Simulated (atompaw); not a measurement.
## dysprosium: one change to a PAW (atompaw) potential, before and after

```
Element                 : Dy
Generator               : atompaw 4.2.0.5
Type                    : PAW
Functional              : PBE
Relativity              : scalar-relativistic
Frozen core             : [Kr] 4d10
Valence charge          : 20
Reference configuration : 4f10 5s2 5p6 5d0 6s2 6p0
Partial waves           : 5s (bound): rc 1.90 bohr; 6s (bound): rc 2.05 bohr; 5p (bound): rc 2.70 bohr; 6p (bound, empty): rc 3.00 bohr; 5d (bound, empty): rc 3.00 bohr; 5d channel at 4.4 Ry: rc 3.00 bohr; 4f (bound): rc 1.50 bohr; 4f channel at 2.45 Ry: rc 1.50 bohr
Local potential         : bessel scheme, radius 2.40 bohr
Core correction         : smooth core density matched at 2.95 bohr
Augmentation charge     : sinc compensation charge, radius 2.35 bohr; PAW radius 3.00 bohr; waves and projectors: custom polynom gramschmidtortho
```

Change: all radii scaled by about 1.07 (s 2.02, p 2.88, d 3.20, f 1.60 bohr); local potential bessel scheme, radius 2.56 bohr; augmentation sinc compensation charge, radius 2.50 bohr; PAW radius 3.20 bohr; waves and projectors: custom polynom gramschmidtortho; core correction smooth core density matched at 3.16 bohr.

Cutoffs: the cutoffs (Ry, on a coarse ladder) from which the occupation-weighted sum of valence levels, in a spherical-Bessel basis at the reference potential, stays within 10 and 1 mRy of its value at 400 Ry; they do not see the model core or the augmentation charge, which bear on the density cutoff.

Task: What does the change do?

Result: The potential gets softer (90 Ry and 140 Ry → 80 Ry and 120 Ry); neither file shows a bound ghost. A larger radius leaves more room for a smooth pseudo-wave, so fewer plane waves are needed.

```csv
quantity,base,changed
"cutoff, loose",90 Ry,80 Ry
"cutoff, tight",140 Ry,120 Ry
loose cutoff by channel (10 mRy a level),"s 10 Ry, p 10 Ry, f 50 Ry","s 10 Ry, p 8 Ry, f 45 Ry"
bound ghosts,none,none
lowest overlap eigenvalue by channel,"s 0.50, p 0.78, d 0.81, f 1.00","s 0.57, p 0.77, d 0.74, f 1.00"
```

 The cutoffs see the waves, projectors and local potential, not the compensation charge or the core.
